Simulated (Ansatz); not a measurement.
Consider the formal exchange of groups at the In–N bond: `C[NH][InH2]` + `CF` → `F[CH2][InH2]` + CH₃NH₂.

Isolated molecules relaxed with PBE0-D4/def2-TZVP in Ansatz; ΔE leaves out vibrations. CCSD(T)/CBS adds triple-zeta CCSD(T) − MP2 to the extrapolated MP2 energy (def2 sets, frozen cores). This one scheme is used for every species. DFT in def2-TZVPP. B3LYP here is the variant with VWN-RPA as its local correlation; programs differ in this. def2 core potentials past Kr. For In outer-core shells are correlated without core-valence functions, which leaves a few kJ/mol of doubt a bond.

Problem. Is it downhill or uphill in electronic energy at CCSD(T)/CBS, and by how much? (Best estimate.)

Solution. Computed: Uphill: ΔE = +0.68 eV.

Problem. What do these levels give: LDA (SPW92), BLYP-D4, B3LYP-D4, r2SCANh-D4, PBE-QIDH, revPBE, PBE0, r2SCAN0, BHLYP, CCSD/def2-SVP, CCSD(T)/def2-TZVPP, CCSD/CBS(def2)? (Estimate.)

Solution. Ansatz gave: LDA (SPW92) 0.63, BLYP-D4 0.63, B3LYP-D4 0.62, r2SCANh-D4 0.62, PBE-QIDH 0.63, revPBE 0.54, PBE0 0.56, r2SCAN0 0.60, BHLYP 0.60, CCSD/def2-SVP 0.71, CCSD(T)/def2-TZVPP 0.66, CCSD/CBS(def2) 0.66 eV.

Largest T1 diagnostic among the species: 0.016.

In def2-TZVPP, CCSD(T) changes the Hartree–Fock value by +0.05 eV (the triples alone add +0.02 eV) and MP2 by +0.10 eV. At CCSD(T), def2-SVP lies +0.05 eV from the extrapolated value and def2-TZVPP −0.02 eV. Leaving LDA and LC-ωPBE aside and taking each functional with its dispersion term where it has one, the values, not all of them listed here, spread over 0.08 eV, from HSE06-D4 to B2PLYP. LDA lies +0.06 eV from PBE without D4.
